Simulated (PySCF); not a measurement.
A structure optimised at PBE0-D3(BJ)/def2-SVP (Å):
```
atom  x, y, z in Å
Cl1    2.5164   -0.3949   -0.0570
C2     0.8115   -0.1229   -0.1551
C3    -0.1041   -0.9724    0.3108
Ge4   -2.0025   -0.6061    0.1693
H5     0.5704    0.8270   -0.6419
H6     0.2336   -1.9009    0.7839
H7    -2.6949   -1.7074   -0.6546
H8    -2.1827    0.7554   -0.5249
H9    -2.6398   -0.5666    1.5703
```

Neutral, closed shell.

Task: Which heavy atoms are bonded, and with what formal order?

Result: Cl1–C2 1.73 Å (single); C2–C3 1.33 Å (double); C3–Ge4 1.94 Å (single). Bonds to hydrogen (Å): C2–H5 1.09; C3–H6 1.10; Ge4–H7 1.54; Ge4–H8 1.54; Ge4–H9 1.54.

Task: Give the structure as a SMILES string.

Result: `Cl/C=[CH]/[GeH3]`, C2H5ClGe. Among its features: C=C double bond and C–Cl bond.

Task: Name the point group.

Result: Cs (every atom within 0.08 Å of its image).

Task: Describe the place of each heavy atom.

Result: Cl1: vinyl chlorine; C2: vinylic C–Cl carbon; C3: alkene CH carbon; Ge4: germanium bonded to C and 3 H.

Task: What is the arrangement about Ge4?

Result: It has 4 neighbours (C3, H7, H8, H9) and is tetrahedral (angles from 108.3° to 110.1°).

Task: What is the arrangement about C2?

Result: It has 3 neighbours (Cl1, C3, H5) and is planar (angles 123.9°, 123.9° and 112.3°, sum 360.0°, 0.00 Å off the plane of its three neighbours).

All values are computed, not measured.
